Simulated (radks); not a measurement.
Radial electron density D(r) = 4 pi r^2 rho(r) of an atom or ion with 1 electrons. Method: scalar-relativistic Kohn-Sham, PBE, spin-unpolarised, spherical densities, point nucleus; computed with a radial shooting solver on a logarithmic mesh with Libxc functionals.

```
   r/bohr * D(r) (the largest magnitude, 11.9, reaches the edge; | marks zero)
 0.003613 | *
 0.004207 |  *
 0.004858 |   *
 0.005656 |    *
 0.006584 |      *
 0.007665 |        *
 0.008923 |          *
  0.01039 |             *
  0.01209 |                 *
  0.01408 |                     *
  0.01639 |                         *
  0.01893 |                              *
  0.02204 |                                    *
  0.02565 |                                          *
  0.02986 |                                               *
  0.03477 |                                                   *
  0.04047 |                                                      *
  0.04712 |                                                      *
  0.05485 |                                                    *
  0.06386 |                                               *
  0.07375 |                                        *
  0.08585 |                                *
  0.09995 |                       *
   0.1164 |               *
   0.1355 |        *
   0.1577 |    *
   0.1836 | *
   0.2137 |*
   0.2488 *
```

What is the nuclear charge?

Answer. Z = 22. The innermost maximum, from 1s, lies near gamma/Z bohr with gamma = sqrt(1 - (Z/c)^2) = 0.987, here 0.0449 bohr (found: 0.0449), and its height grows with Z. The density is that of the titanium ion Ti21+ in 1s1; the configuration itself is not fixed sharply by these data, and Z only to about a unit. D(r) has 1 maximum, at r = 0.0449 bohr.
